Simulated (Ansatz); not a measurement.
```yaml
atoms:
  - { symbol: Li, position_ang: [2.9900, 0.0000, 0.0000] }
  - { symbol: Li, position_ang: [1.4950, 2.5894, 0.0000] }
  - { symbol: Li, position_ang: [-1.4950, 2.5894, 0.0000] }
  - { symbol: Li, position_ang: [-2.9900, 0.0000, 0.0000] }
  - { symbol: Li, position_ang: [-1.4950, -2.5894, 0.0000] }
  - { symbol: Li, position_ang: [1.4950, -2.5894, 0.0000] }
```

Basis set: 6-31G (spherical functions). All electrons are correlated. Charge 0, multiplicity 1.

Computed with Ansatz (development build ahead of 0.2.0); each method stands on the lowest determinant of its kind that the runs found. Restricted open shells among the atoms or ions are ROHF, correlated in semicanonical orbitals with singles.

The atomization energy at this shape (free ground-state atoms in the same class of orbitals less the molecule, no zero-point energy) of singlet Li₆:

| method | atomization energy |
| --- | --- |
| RHF-MP2 | 51.74 kcal/mol |

Question: What does RHF give?

Answer: 6.80 kcal/mol.

This basis has no polarisation functions and is too small for such energies, which can lie far from measured ones in either direction.
